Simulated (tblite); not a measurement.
Compound: C₃H₇Al.
SMILES with atom numbers: `[AlH2:1][CH:2]1[CH2:3][CH2:4]1` (hydrogens: H5, H6 on Al1; H7 on C2; H8, H9 on C3; H10, H11 on C4)

Computed with GFN2-xTB (tblite), gas phase: L-BFGS steps from a force-field or distance-geometry start until the largest atomic force falls under 0.01 eV/Å.

Step 56: E = -299.6422 eV
```
atom  x, y, z in Å  |  force x, y, z in eV/Å
Al1     1.8163    0.0607    0.2657    0.003   0.002   0.011
C2     -0.0763   -0.3815    0.6420   -0.019   0.019  -0.024
C3     -0.8917   -0.6191   -0.6213   -0.007   0.006   0.019
C4     -0.9785    0.6964    0.0586   -0.009   0.016  -0.014
H5      2.0820    1.1906   -0.7724   -0.021  -0.043   0.019
H6      3.0626   -0.6273    0.8746   -0.003   0.013  -0.004
H7     -0.4961   -0.8703    1.5224    0.021  -0.008  -0.020
H8     -1.7467   -1.2785   -0.5617    0.029  -0.019  -0.036
H9     -0.3717   -0.6639   -1.5735   -0.012   0.004   0.035
H10    -1.8948    0.9544    0.5691    0.017   0.009   0.033
H11    -0.4998    1.5411   -0.4296    0.001   0.001  -0.020
```

Step 57: E = -299.6426 eV
```
atom  x, y, z in Å  |  force x, y, z in eV/Å
Al1     1.8142    0.0607    0.2650   -0.005  -0.036   0.033
C2     -0.0781   -0.3829    0.6451   -0.008   0.025  -0.008
C3     -0.8890   -0.6165   -0.6213   -0.006  -0.004   0.018
C4     -0.9776    0.6971    0.0615   -0.010   0.010  -0.012
H5      2.0722    1.1787   -0.7835   -0.013  -0.019   0.001
H6      3.0641   -0.6209    0.8764   -0.012   0.022  -0.007
H7     -0.5003   -0.8741    1.5231    0.024  -0.002  -0.023
H8     -1.7438   -1.2762   -0.5662    0.022  -0.022  -0.038
H9     -0.3645   -0.6600   -1.5710   -0.012   0.007   0.025
H10    -1.8961    0.9549    0.5681    0.019   0.009   0.036
H11    -0.4957    1.5418   -0.4233    0.001   0.011  -0.023
```

Step 58: E = -299.6429 eV
```
atom  x, y, z in Å  |  force x, y, z in eV/Å
Al1     1.8109    0.0594    0.2640   -0.014  -0.064   0.048
C2     -0.0809   -0.3840    0.6502    0.005   0.025   0.010
C3     -0.8847   -0.6130   -0.6208   -0.003  -0.010   0.009
C4     -0.9767    0.6983    0.0655   -0.010   0.002  -0.008
H5      2.0590    1.1615   -0.8003   -0.007   0.001  -0.013
H6      3.0656   -0.6117    0.8784   -0.017   0.027  -0.007
H7     -0.5063   -0.8789    1.5245    0.025   0.003  -0.022
H8     -1.7393   -1.2730   -0.5745    0.011  -0.026  -0.032
H9     -0.3533   -0.6540   -1.5663   -0.007   0.012   0.005
H10    -1.8982    0.9547    0.5673    0.020   0.012   0.036
H11    -0.4906    1.5434   -0.4140   -0.002   0.018  -0.025
```

Step 59: E = -299.6435 eV
```
atom  x, y, z in Å  |  force x, y, z in eV/Å
Al1     1.8054    0.0554    0.2625   -0.019  -0.073   0.049
C2     -0.0852   -0.3848    0.6585    0.018   0.020   0.026
C3     -0.8777   -0.6078   -0.6198   -0.001  -0.013  -0.006
C4     -0.9759    0.7001    0.0715   -0.007  -0.006  -0.003
H5      2.0398    1.1347   -0.8266   -0.003   0.011  -0.019
H6      3.0674   -0.5975    0.8809   -0.017   0.026  -0.002
H7     -0.5160   -0.8849    1.5266    0.023   0.009  -0.012
H8     -1.7316   -1.2690   -0.5881   -0.001  -0.028  -0.021
H9     -0.3350   -0.6441   -1.5588   -0.003   0.019  -0.019
H10    -1.9014    0.9536    0.5673    0.020   0.017   0.032
H11    -0.4844    1.5469   -0.4001   -0.010   0.019  -0.024
```

**Question.** Estimate the geometry and energy of step 60. (The exact step hangs on the optimiser's Hessian estimate; all steps are aligned on step 59, rigid shifts and turns removed.)

**Answer.** E = -299.6440 eV, largest force 0.066 eV/Å
```
atom  x, y, z in Å  |  force x, y, z in eV/Å
Al1     1.7988    0.0487    0.2609   -0.016  -0.056   0.032
C2     -0.0900   -0.3843    0.6681    0.024   0.008   0.032
C3     -0.8694   -0.6020   -0.6188    0.004  -0.009  -0.017
C4     -0.9758    0.7024    0.0780    0.000  -0.012   0.002
H5      2.0190    1.1032   -0.8558   -0.001   0.009  -0.016
H6      3.0692   -0.5817    0.8828   -0.010   0.017   0.008
H7     -0.5272   -0.8902    1.5286    0.018   0.010   0.007
H8     -1.7214   -1.2657   -0.6036   -0.009  -0.025  -0.012
H9     -0.3131   -0.6316   -1.5501   -0.006   0.026  -0.037
H10    -1.9047    0.9521    0.5690    0.014   0.019   0.022
H11    -0.4801    1.5517   -0.3852   -0.018   0.014  -0.021
```

The energy changes by -0.0006 eV. The first-order estimate −F·Δx gives -0.0008 eV and the mean of the old and new forces, exact on a quadratic surface, -0.0006 eV. The step makes an angle of 85° with the force vector and moves no atom by more than 0.048 Å.

What follows is the cost of the whole relaxation. Hardware: one thread of an Arm Neoverse V1 (shared host). Cost: 0.37 s of wall time.
